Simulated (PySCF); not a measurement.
FS, SMILES F[S] (connectivity only; charge and spin as stated), charge -1, multiplicity 1.

Geometry optimised at PBE-D3(BJ)/def2-TZVPD. The spin state was assumed, not searched.

These are SMD-PBE0/def2-SVPD (PySCF) values and carry that method's errors.

Solvation free energies are E(SMD) − E(gas) at the gas-phase geometry, for 1 M in both phases.

| solvent | ΔG(solv) (kcal/mol) | its non-electrostatic (CDS) part |
|---|---|---|
| water | -60.2 | 0.6 |
| diethylether | -48.4 | -1.5 |
| N,N-dimethylformamide | -60.9 | -1.0 |
